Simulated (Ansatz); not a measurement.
Frontier orbitals of `C[O][In]([F])[Cl]`.

Z-matrix (Å, degrees):
```
C
O 1 1.414
H 1 1.096 2 113.5
H 1 1.094 2 107.7 3 119.6
H 1 1.096 2 111.2 3 -122.1
In 2 1.955 1 121.4 3 34.3
Cl 6 2.283 2 126.0 1 175.6
F 6 1.941 2 115.3 1 -6.0
```

Charge 0, multiplicity 1. Correlated methods include outer-core shells of In, which these sets cover unevenly. In takes the def2 core potential. All single points use the PBE0-D4/def2-TZVP geometry. It is one conformer, not always the lowest. Basis def2-TZVPP, Ansatz.

Orbital energies of one run (eV). Highest occupied ones, from the top: -9.82, -10.09, -10.90, -11.00, -11.98, -12.82, -12.84, -13.72, -14.00, -14.30, -15.24, -20.94, -24.21, -24.99. Empty: -1.75, -0.65, 1.11, 1.34, 2.31, 2.75.

Q: Which functional gave them?
A. revPBE
B. LDA (SPW92)
C. BLYP
D. BHLYP

A: D. HOMO energies: BHLYP -9.82, LDA (SPW92) -6.97, BLYP -6.71, revPBE -6.71 eV.
